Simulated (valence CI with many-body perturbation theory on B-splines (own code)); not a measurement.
Results of a calculation; reference values are marked as such.
Sensitivity of CI+MBPT for Ho26+

Method: valence CI with perturbative core correlation (CI+MBPT): five valence electrons over a frozen Dirac-Fock core [Kr], a basis of 6 s, 6 p, 5 d, 5 f, 1 g functions for each j, with the one-electron correlation potential Σ1 (screened to all orders), the two-electron term Σ2, the three-electron term Σ3, Breit, model QED; selected single and double excitations, second order for the rest (own B-spline code, finite nucleus).

The last digits are not significant, and no measured levels were compared; by estimate large intervals hold to a few tenths of a per cent, small ones and those within an open d or f shell to about a per cent. Only levels of the ground parity were solved; by the run's estimate the other parity begins above the list, which can be wrong where configurations are misplaced.

The reference run has the lowest level (4d3/2^4 4d5/2) J=5/2 and an ionisation energy of 930.370 eV. Its largest variational space holds 10000 state functions.

Levels are named by their leading jj configuration (3d3/2^4 stands for four electrons in 3d with j = 3/2), which in mixed levels can hold well under half, so a name can repeat and another be missing. Letters in brackets count levels of one name in rising energy.

Changed runs:
A. size limit of the variational space 10000 → 3000
B. size limit of the variational space 10000 → 1500; Breit term on → off
C. orbitals per symmetry with explicit Σ2 and valence Breit (the others get mean screening factors) 5 → 3; highest l with Σ1, explicit Σ2 and valence Breit (higher l get mean screening factors) 3 → 0
D. box radius (bohr) 5.5307 → 0.72 (bad on purpose)

Excitation energies of the reference run in cm⁻¹, and shifts in cm⁻¹:

| Level | Reference | A | B | C |
| --- | --- | --- | --- | --- |
| (4d3/2^3 4d5/2^2) J=5/2 [a] | 52936 | -11 | +1211 | +250 |
| (4d3/2^3 4d5/2^2) J=7/2 [a] | 83840 | -11 | +1716 | +2192 |
| (4d3/2^3 4d5/2^2) J=3/2 [a] | 86818 | -23 | +1313 | +211 |
| (4d3/2^3 4d5/2^2) J=11/2 | 90004 | +19 | +2125 | +4111 |
| (4d3/2^3 4d5/2^2) J=9/2 | 98391 | +8.5 | +2182 | +3367 |
| (4d3/2^3 4d5/2^2) J=5/2 [b] | 102243 | +34 | +1939 | +1734 |
| (4d3/2^3 4d5/2^2) J=1/2 | 107361 | -105 | +1318 | -183 |
| (4d3/2^3 4d5/2^2) J=7/2 [b] | 118730 | +15 | +1886 | +3302 |
| (4d3/2^2 4d5/2^3) J=5/2 [a] | 136757 | +57 | +2727 | -436 |
| (4d3/2^3 4d5/2^2) J=3/2 [b] | 147247 | -29 | +1973 | -491 |
| (4d3/2^2 4d5/2^3) J=7/2 [a] | 151117 | -55 | +3365 | +1476 |
| (4d3/2^2 4d5/2^3) J=11/2 | 155573 | -21 | +3975 | +3940 |
| Ionisation energy (eV) | 930.370 | -0.020 | +0.128 | -4.401 |

Run D: It gave no result. The program said: "need at least one array to concatenate".
